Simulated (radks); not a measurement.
Values are calculated unless marked as measured or tabulated.
Charge is removed step by step from the 2p level of P+, starting from [Ne] 3s2 3p2. Level of theory: non-relativistic Kohn-Sham, PBEsol, spin-unpolarised, spherical densities, point nucleus (a radial shooting solver on a logarithmic mesh with Libxc functionals).

\begin{tabular}{lrrr}
removed (e) & E - E(0) (eV) & eigenvalue (eV) & E minus straight line (eV) \\ \hline
0 & 0.000 & -134.99 & 0.000 \\
0.125 & 17.136 & -139.21 & -1.913 \\
0.25 & 34.804 & -143.49 & -3.294 \\
0.375 & 53.011 & -147.83 & -4.137 \\
0.5 & 71.765 & -152.24 & -4.433 \\
0.625 & 91.072 & -156.70 & -4.174 \\
0.75 & 110.94 & -161.22 & -3.354 \\
0.875 & 131.38 & -165.80 & -1.965 \\
1 & 152.39 & -170.44 & 0.000 \\
\end{tabular}

Removing the whole electron costs 152.39 eV by Delta-SCF, against 134.99 eV from minus the eigenvalue at the starting occupation. Slater's transition state (half an electron removed) gives 152.24 eV. Integrating minus the eigenvalue over the occupation (Janak's theorem) gives 152.39 eV. The mean slope of the eigenvalue, de/dn, is 35.4 eV per electron.
